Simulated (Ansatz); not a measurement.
Ansatz (an electronic-structure program) input (B3LYP-D3(BJ)/def2-TZVP):

Ansatz 0.2 input:
```yaml
crystal:
  periodic: [false, false, false]
  atoms:
    - {symbol: C, position_ang: [2.37374542, -0.43558128, -0.51488565]}
    - {symbol: C, position_ang: [1.54771850, -0.30890128, 0.72797045]}
    - {symbol: C, position_ang: [0.24263927, -0.06408444, 0.81699341]}
    - {symbol: C, position_ang: [-0.74107523, 0.14853751, -0.29812615]}
    - {symbol: C, position_ang: [-1.36562067, 1.54618005, -0.20085044]}
    - {symbol: C, position_ang: [-1.82633131, -0.93515893, -0.26760860]}
    - {symbol: H, position_ang: [1.79183517, -0.30308973, -1.42549594]}
    - {symbol: H, position_ang: [3.17966101, 0.30418967, -0.52028920]}
    - {symbol: H, position_ang: [2.85260631, -1.41806762, -0.56200635]}
    - {symbol: H, position_ang: [2.09629166, -0.43534193, 1.65737021]}
    - {symbol: H, position_ang: [-0.19155265, -0.00611147, 1.81331768]}
    - {symbol: H, position_ang: [-0.22262041, 0.07806496, -1.25689449]}
    - {symbol: H, position_ang: [-2.08724085, 1.70763570, -1.00476117]}
    - {symbol: H, position_ang: [-1.89124772, 1.66869321, 0.74988160]}
    - {symbol: H, position_ang: [-0.60227793, 2.32311795, -0.26316869]}
    - {symbol: H, position_ang: [-2.55025129, -0.78477525, -1.07161268]}
    - {symbol: H, position_ang: [-1.39185176, -1.92976585, -0.37795084]}
    - {symbol: H, position_ang: [-2.36980760, -0.91049919, 0.68065155]}
basis:
  gaussian:
    orbitals: def2-TZVP
hamiltonian:
  xc: b3lyp
  dispersion: d3bj
phonons: {temperatures: {t_min: 298.15, t_max: 298.15, t_step: 100}}
```

Output:

```
Functional definition: B3LYP
integrals: 0.20 GiB planned
1608 factors; their error is unknown
0.35 GiB of the device are held for the grids
1.52 GiB of device memory are held for the factors and their scratch space
mean field: 1.58 GiB planned
mean field evaluation 1: about -6403.4758 eV, gradient 8.4e1 eV
mean field evaluation 2: about -6392.2440 eV, gradient 1.0e2 eV
mean field evaluation 4: about -6420.2567 eV, gradient 8.5e0 eV
mean field evaluation 8: about -6420.3791 eV, gradient 7.0e-1 eV
mean field evaluation 16: about -6420.3798 eV, gradient 5.4e-5 eV
mean field -6420.37983972 eV, -235.9446072200 hartree, gradient 1.6e-5 eV, S^2 0.000000; 0 other end points of the search recorded, 0 dependent functions left out
the calculation of the forces begins
reference -6420.38016802 eV, -235.9446192848 hartree; 24, 24 occupied and 234, 234 virtual orbitals, 1608 factors
these checks for a lower state are left out or cut short: stability, starts, cluster_reference, orbital_swaps, neighbouring_geometries, increment
integrals: 0.20 GiB planned
1608 factors; their error is unknown
0.35 GiB of the device are held for the grids
1.51 GiB of device memory are held for the factors and their scratch space
mean field: 1.57 GiB planned
mean field -6420.37974658 eV, -235.9446037971 hartree, gradient 3.1e-6 eV, S^2 0.000000; 0 other end points of the search recorded, 0 dependent functions left out
the calculation of the forces begins
reference -6420.38007482 eV, -235.9446158596 hartree; 24, 24 occupied and 234, 234 virtual orbitals, 1608 factors
these checks for a lower state are left out or cut short: stability, starts, cluster_reference, orbital_swaps, neighbouring_geometries, increment
integrals: 0.20 GiB planned
1608 factors; their error is unknown
0.35 GiB of the device are held for the grids
1.52 GiB of device memory are held for the factors and their scratch space
mean field: 1.58 GiB planned
mean field evaluation 32: about -6420.3796 eV, gradient 3.1e-6 eV
mean field -6420.37961059 eV, -235.9445987995 hartree, gradient 3.1e-6 eV, S^2 0.000000; 0 other end points of the search recorded, 0 dependent functions left out
the calculation of the forces begins
reference -6420.37993895 eV, -235.9446108668 hartree; 24, 24 occupied and 234, 234 virtual orbitals, 1608 factors
these checks for a lower state are left out or cut short: stability, starts, cluster_reference, orbital_swaps, neighbouring_geometries, increment
integrals: 0.20 GiB planned
1608 factors; their error is unknown
0.35 GiB of the device are held for the grids
1.52 GiB of device memory are held for the factors and their scratch space
mean field: 1.57 GiB planned
mean field -6420.37966909 eV, -235.9446009494 hartree, gradient 3.1e-6 eV, S^2 0.000000; 0 other end points of the search recorded, 0 dependent functions left out
the calculation of the forces begins
reference -6420.37999740 eV, -235.9446130147 hartree; 24, 24 occupied and 234, 234 virtual orbitals, 1608 factors
these checks for a lower state are left out or cut short: stability, starts, cluster_reference, orbital_swaps, neighbouring_geometries, increment
integrals: 0.20 GiB planned
1608 factors; their error is unknown
0.35 GiB of the device are held for the grids
1.51 GiB of device memory are held for the factors and their scratch space
mean field: 1.57 GiB planned
mean field -6420.37969197 eV, -235.9446017902 hartree, gradient 3.1e-6 eV, S^2 0.000000; 0 other end points of the search recorded, 0 dependent functions left out
[...]
these checks for a lower state are left out or cut short: stability, starts, cluster_reference, orbital_swaps, neighbouring_geometries, increment
integrals: 0.20 GiB planned
1608 factors; their error is unknown
0.35 GiB of the device are held for the grids
1.52 GiB of device memory are held for the factors and their scratch space
mean field: 1.58 GiB planned
mean field -6420.37971345 eV, -235.9446025795 hartree, gradient 3.1e-6 eV, S^2 0.000000; 0 other end points of the search recorded, 0 dependent functions left out
the calculation of the forces begins
reference -6420.38004172 eV, -235.9446146434 hartree; 24, 24 occupied and 234, 234 virtual orbitals, 1608 factors
these checks for a lower state are left out or cut short: stability, starts, cluster_reference, orbital_swaps, neighbouring_geometries, increment
integrals: 0.20 GiB planned
1608 factors; their error is unknown
0.35 GiB of the device are held for the grids
1.51 GiB of device memory are held for the factors and their scratch space
mean field: 1.58 GiB planned
mean field -6420.37979203 eV, -235.9446054673 hartree, gradient 3.1e-6 eV, S^2 0.000000; 0 other end points of the search recorded, 0 dependent functions left out
the calculation of the forces begins
reference -6420.38012036 eV, -235.9446175332 hartree; 24, 24 occupied and 234, 234 virtual orbitals, 1608 factors
these checks for a lower state are left out or cut short: stability, starts, cluster_reference, orbital_swaps, neighbouring_geometries, increment
integrals: 0.20 GiB planned
1608 factors; their error is unknown
0.35 GiB of the device are held for the grids
1.52 GiB of device memory are held for the factors and their scratch space
mean field: 1.57 GiB planned
mean field -6420.37981443 eV, -235.9446062906 hartree, gradient 3.1e-6 eV, S^2 0.000000; 0 other end points of the search recorded, 0 dependent functions left out
the calculation of the forces begins
reference -6420.38014273 eV, -235.9446183555 hartree; 24, 24 occupied and 234, 234 virtual orbitals, 1608 factors
these checks for a lower state are left out or cut short: stability, starts, cluster_reference, orbital_swaps, neighbouring_geometries, increment
integrals: 0.20 GiB planned
1608 factors; their error is unknown
0.35 GiB of the device are held for the grids
1.52 GiB of device memory are held for the factors and their scratch space
mean field: 1.57 GiB planned
mean field -6420.37983489 eV, -235.9446070425 hartree, gradient 3.1e-6 eV, S^2 0.000000; 0 other end points of the search recorded, 0 dependent functions left out
the calculation of the forces begins
reference -6420.38016319 eV, -235.9446191074 hartree; 24, 24 occupied and 234, 234 virtual orbitals, 1608 factors
these checks for a lower state are left out or cut short: stability, starts, cluster_reference, orbital_swaps, neighbouring_geometries, increment
integrals: 0.20 GiB planned
1608 factors; their error is unknown
0.35 GiB of the device are held for the grids
1.52 GiB of device memory are held for the factors and their scratch space
mean field: 1.58 GiB planned
mean field evaluation 736: about -6420.3798 eV, gradient 5.5e-4 eV
mean field -6420.37977057 eV, -235.9446046787 hartree, gradient 3.1e-6 eV, S^2 0.000000; 0 other end points of the search recorded, 0 dependent functions left out
the calculation of the forces begins
reference -6420.38009885 eV, -235.9446167427 hartree; 24, 24 occupied and 234, 234 virtual orbitals, 1608 factors
these checks for a lower state are left out or cut short: stability, starts, cluster_reference, orbital_swaps, neighbouring_geometries, increment
integrals: 0.20 GiB planned
1608 factors; their error is unknown
0.35 GiB of the device are held for the grids
1.52 GiB of device memory are held for the factors and their scratch space
mean field: 1.58 GiB planned
mean field -6420.37983773 eV, -235.9446071469 hartree, gradient 3.1e-6 eV, S^2 0.000000; 0 other end points of the search recorded, 0 dependent functions left out
the calculation of the forces begins
reference -6420.38016606 eV, -235.9446192126 hartree; 24, 24 occupied and 234, 234 virtual orbitals, 1608 factors
these checks for a lower state are left out or cut short: stability, starts, cluster_reference, orbital_swaps, neighbouring_geometries, increment
integrals: 0.20 GiB planned
1608 factors; their error is unknown
0.35 GiB of the device are held for the grids
1.52 GiB of device memory are held for the factors and their scratch space
mean field: 1.58 GiB planned
mean field -6420.37979717 eV, -235.9446056563 hartree, gradient 3.1e-6 eV, S^2 0.000000; 0 other end points of the search recorded, 0 dependent functions left out
the calculation of the forces begins
reference -6420.38012545 eV, -235.9446177204 hartree; 24, 24 occupied and 234, 234 virtual orbitals, 1608 factors
these checks for a lower state are left out or cut short: stability, starts, cluster_reference, orbital_swaps, neighbouring_geometries, increment
integrals: 0.20 GiB planned
1608 factors; their error is unknown
0.35 GiB of the device are held for the grids
1.52 GiB of device memory are held for the factors and their scratch space
mean field: 1.58 GiB planned
mean field -6420.37985237 eV, -235.9446076847 hartree, gradient 3.1e-6 eV, S^2 0.000000; 0 other end points of the search recorded, 0 dependent functions left out
the calculation of the forces begins
reference -6420.38018069 eV, -235.9446197504 hartree; 24, 24 occupied and 234, 234 virtual orbitals, 1608 factors
these checks for a lower state are left out or cut short: stability, starts, cluster_reference, orbital_swaps, neighbouring_geometries, increment
integrals: 0.20 GiB planned
1608 factors; their error is unknown
0.35 GiB of the device are held for the grids
1.52 GiB of device memory are held for the factors and their scratch space
mean field: 1.58 GiB planned
mean field -6420.37976879 eV, -235.9446046135 hartree, gradient 3.1e-6 eV, S^2 0.000000; 0 other end points of the search recorded, 0 dependent functions left out
the calculation of the forces begins
reference -6420.38009712 eV, -235.9446166792 hartree; 24, 24 occupied and 234, 234 virtual orbitals, 1608 factors
these checks for a lower state are left out or cut short: stability, starts, cluster_reference, orbital_swaps, neighbouring_geometries, increment
integrals: 0.20 GiB planned
1608 factors; their error is unknown
0.35 GiB of the device are held for the grids
1.52 GiB of device memory are held for the factors and their scratch space
mean field: 1.58 GiB planned
mean field evaluation 768: about -6420.4214 eV, gradient 7.1e-1 eV
mean field -6420.37975121 eV, -235.9446039674 hartree, gradient 3.1e-6 eV, S^2 0.000000; 0 other end points of the search recorded, 0 dependent functions left out
the calculation of the forces begins
reference -6420.38007949 eV, -235.9446160314 hartree; 24, 24 occupied and 234, 234 virtual orbitals, 1608 factors
Total energy: -6421.02102426 eV, -235.9681703173 hartree
Atom 0 at     2.373745    -0.435581    -0.514886 Å, force    -0.000057     0.000293    -0.000364 eV/Å
Atom 1 at     1.547718    -0.308901     0.727970 Å, force    -0.000886    -0.000883     0.000511 eV/Å
Atom 2 at     0.242639    -0.064084     0.816993 Å, force     0.001186    -0.000831     0.000364 eV/Å
Atom 3 at    -0.741075     0.148538    -0.298126 Å, force    -0.000003     0.000421    -0.000169 eV/Å
Atom 4 at    -1.365621     1.546180    -0.200850 Å, force    -0.000166     0.000053    -0.000315 eV/Å
Atom 5 at    -1.826331    -0.935159    -0.267609 Å, force     0.000138     0.000285     0.000188 eV/Å
Atom 6 at     1.791835    -0.303090    -1.425496 Å, force     0.000069     0.000070     0.000018 eV/Å
Atom 7 at     3.179661     0.304190    -0.520289 Å, force     0.000109     0.000130    -0.000082 eV/Å
Atom 8 at     2.852606    -1.418068    -0.562006 Å, force     0.000016    -0.000056     0.000071 eV/Å
Atom 9 at     2.096292    -0.435342     1.657370 Å, force     0.000270     0.000625    -0.000069 eV/Å
Atom 10 at    -0.191553    -0.006111     1.813318 Å, force    -0.000387    -0.000064    -0.000189 eV/Å
Atom 11 at    -0.222620     0.078065    -1.256894 Å, force    -0.000010    -0.000109     0.000224 eV/Å
Atom 12 at    -2.087241     1.707636    -1.004761 Å, force    -0.000218     0.000141    -0.000079 eV/Å
Atom 13 at    -1.891248     1.668693     0.749882 Å, force     0.000038     0.000033    -0.000010 eV/Å
Atom 14 at    -0.602278     2.323118    -0.263169 Å, force     0.000093     0.000001    -0.000040 eV/Å
Atom 15 at    -2.550251    -0.784775    -1.071613 Å, force    -0.000170     0.000032    -0.000026 eV/Å
Atom 16 at    -1.391852    -1.929766    -0.377951 Å, force     0.000002    -0.000075    -0.000056 eV/Å
Atom 17 at    -2.369808    -0.910499     0.680652 Å, force    -0.000023    -0.000067     0.000025 eV/Å
Dipole moment:     0.023087    -0.003005    -0.063453 e Å
Vibrations: 36.93 128.61 210.28 228.49 243.95 257.89 345.64 423.47 505.16 591.57 749.82 829.19 911.81 933.53 961.53 966.29 1012.78 1065.44 1067.17 1120.67 1187.60 1190.38 1294.20 1336.80 1343.22 1397.45 1412.12 1416.01 1444.60 1484.19 1488.48 1490.00 1491.03 1502.29 1510.00 1727.59 3020.94 3021.61 3025.46 3042.71 3057.12 3079.13 3087.24 3096.03 3097.77 3105.71 3115.21 3137.64 cm⁻¹, zero-point energy 4.475380 eV
```
